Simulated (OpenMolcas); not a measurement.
# Be: effect of the active space

```yaml
Program: OpenMolcas 26.06
Method: XMS-CASPT2 or its RAS form, IPEA 0.25 Eh, imaginary shift 0.1 Eh
Basis: ANO-RCC-VTZP
Scalar_Hamiltonian: DKH2, point nucleus
Spin-orbit_coupling: state interaction with AMFI integrals over the reference wave functions, term energies averaged over their components
```

A. 2 electrons in 4 orbitals (2s 2p); 2S+1 = 3 even, 3 roots; 2S+1 = 1 even, 6 roots; 2S+1 = 3 odd, 3 roots; 2S+1 = 1 odd, 3 roots; closed shells correlated: 1s; CASPT2 step about 1.5 core-seconds
B. 2 electrons in 8 orbitals (2s 2p 3s 3p); 2S+1 = 3 even, 3 roots; 2S+1 = 1 even, 6 roots; 2S+1 = 3 odd, 3 roots; 2S+1 = 1 odd, 3 roots; closed shells correlated: 1s; CASPT2 step of the order of 2.6 core-seconds
C. 2 electrons in 9 orbitals (RAS2 2s 2p; RAS3 3d, at most 2 electrons); 2S+1 = 3 even, 3 roots; 2S+1 = 1 even, 6 roots; 2S+1 = 3 odd, 3 roots; 2S+1 = 1 odd, 3 roots; closed shells correlated: 1s; CASPT2 step roughly 4 core-seconds

Energies in cm⁻¹ above 2s² ¹S₀, the measured ground level; measured values from NIST Handbook of Basic Atomic Spectroscopic Data.

```csv
Level,A,B,C,Measured
2s² ¹S₀,0.0,0.0,0.0,0.0
2s 2p ³P°₀,22485,22237,22303,21978
2s 2p ³P°₁,22486,22238,22304,21979
2s 2p ³P°₂,22488,22240,22306,21981
2s 2p ¹P°₁,45868,44960,44165,42565
2p² ³P₀,60637,60335,60414,59694
2p² ³P₁,60638,60336,60415,59695
2p² ³P₂,60640,60338,60417,59697
2p² ¹D₂,61353,61147,61100,56882
```

Deviations, from unrounded energies. A percentage is the sum of absolute deviations over the sum of measured energies, with the sign that they share, or ± where signs differ.

```
           Against measurement  Levels     A     B     C
mean absolute deviation (cm-1)       8  1500  1200  1100
      other configurations (%)       8  +3.5  +2.7  +2.6
```

B, C lie about equally close to measurement and A furthest from it. The largest miss of C in the table is 2p² ¹D₂, by +4200 cm-1. The ranking rests on the paired levels alone, and a cruder setting can come out closer through cancelling errors.

Among A to C the level of the table that moves most is 2s 2p ¹P°₁, by 1700 cm-1 (lowest in C, highest in A).

Over all roots computed the reference weight is 0.93 to 0.99 in A, 0.94 to 1.00 in B; the roots of lowest weight are the least certain, and an intruder state may touch them. Active for correlation alone: 3p 3s; no level in the range computed is led by a configuration that fills them, so any true level of that kind is missing (holds for B). Active for correlation alone: 3d; no level in the range computed is led by a configuration that fills it, so any true level of that kind is missing (holds for C). Computed and measured levels are paired by configuration, term and J; levels that our copy of the source lacks, or whose pairing is in doubt (as where it misses far off the trend of its configuration), stay unpaired and out of the deviations. Only configurations of the active space appear.

° marks odd parity.
